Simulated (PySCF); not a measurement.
# What a mistake does to a calculation on BGeH5N2

All numbers below are calculated, not measured. They come from PySCF 2.14.0, an open-source quantum chemistry program, on an isolated molecule that a program drew, which may never have been made. The molecule is BGeH5N2 (charge 0, singlet), drawn as the SMILES string `N[BH][Ge][NH2]`.

Each row is a Hartree-Fock (HF) and frozen-core CCSD(T) single point in the cc-pVDZ basis, meant for a local HF minimum. Run 1 is clean. Each other run has one planted mistake out of seven kinds, and not every kind appears here: one electron removed, one electron added, multiplicity raised by two, geometry at a saddle point, minimal basis STO-3G, one bond length entered in bohr, all coordinates scaled. The reference is restricted for singlets and unrestricted otherwise, and also for a bond in bohr. Adding or removing an electron swaps singlet and doublet. Electrons count all cores. HOMO and LUMO are orbital energies over both spins, the gradient is its largest component, and the lowest frequency (negative if imaginary) is given only where the gradient is small. Bond lengths are over the 8 bonds as drawn. T1 is the CCSD diagnostic: over 0.02 (restricted) or 0.045 (unrestricted) a single reference is doubtful. Germanium has the cc-pVDZ-PP basis, with a core potential (ECP10MDF) in place of its 10 inner electrons, and its 3s, 3p and 3d shells are frozen in CCSD(T).

Geometry of the clean run:
```xyz
9
BGeH5N2, angstrom
N    -0.9514    2.1435    3.8534
B     0.3918    1.9004    3.5758
Ge    1.0497    1.4493    1.5760
N    -0.1467    0.1027    1.2870
H    -1.2886    2.3861    4.7635
H    -1.6736    2.1035    3.1637
H     1.1622    1.9855    4.5020
H    -0.7894   -0.2774    1.9567
H    -0.1595   -0.4182    0.4302
```

| run | electrons | basis functions | <S^2> | HOMO (eV) | LUMO (eV) | gradient (hartree/bohr) | lowest frequency (cm^-1) | mean bond (Å) | longest bond (Å) | T1 | HF (hartree) | CCSD(T) (hartree) | mistake |
|---|---|---|---|---|---|---|---|---|---|---|---|---|---|
| 1 | 56 | 90 | 0.000 | -7.70 | 1.73 | 1.1e-05 | 63 | 1.3230 | 2.153 | 0.0191 | -429.90620 | -430.47417 | no fault |
| 2 | 56 | 90 | 2.019 | -6.04 | 0.69 | 2.6e-02 | - | 1.3230 | 2.153 | 0.0218 | -429.85335 | -430.40065 | multiplicity raised by two |
| 3 | 56 | 90 | 0.812 | -8.03 | 1.37 | 3.2e-02 | - | 1.4342 | 2.153 | 0.0561 | -429.76504 | -430.33792 | one bond length entered in bohr |
| 4 | 57 | 90 | 0.763 | 0.46 | 8.28 | 3.4e-02 | - | 1.3230 | 2.153 | 0.0214 | -429.86521 | -430.43863 | one electron added |
| 5 | 56 | 90 | 0.000 | -7.57 | 1.90 | 3.1e-02 | - | 1.2820 | 2.086 | 0.0174 | -429.89727 | -430.45870 | all coordinates scaled |
| 6 | 55 | 90 | 0.786 | -15.99 | -5.73 | 5.4e-02 | - | 1.3230 | 2.153 | 0.0237 | -429.66013 | -430.20604 | ? |

**Which mistake was planted in run 6, and what did it cost?**

It counts 55 electrons, one fewer than the clean run, at the same geometry and basis. So the mistake is: one electron removed. Subtracting run 1 and multiplying by 627.51 kcal/mol a hartree, the energy moved by 154.4 kcal/mol in HF and 168.3 kcal/mol in CCSD(T).

Cautions from the logs. Run 3: T1 is over the limit, so its CCSD(T) energy is less reliable; run 4: the HOMO is above zero, so the electron isn't bound and the energy depends on the basis.
